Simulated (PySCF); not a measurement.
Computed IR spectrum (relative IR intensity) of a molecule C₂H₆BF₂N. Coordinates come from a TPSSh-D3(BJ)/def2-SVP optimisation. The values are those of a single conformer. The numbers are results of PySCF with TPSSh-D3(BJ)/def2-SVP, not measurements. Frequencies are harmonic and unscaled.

ν (cm⁻¹): 106 (vw), 242 (w), 466 (w), 677 (m), 889 (w), 1042 (m), 1083 (w), 1113 (vw), 1222 (m), 1340 (m), 1412 (m), 1462 (w), 1468 (w), 1495 (w), 1592 (vs), 3017 (m), 3063 (w), 3081 (w), 3147 (vw), 3577 (w) (against the strongest line: vs over 80 %, s over 45 %, m over 15 %, w over 4 %, vw less)

Question: Pick the molecule that these values belong to.
(A) C[C@@H](F)B(N)F
(B) NB(CF)CF
(C) CN(C)B(F)F
(D) CNB(F)CF

Answer: D, CNB(F)CF
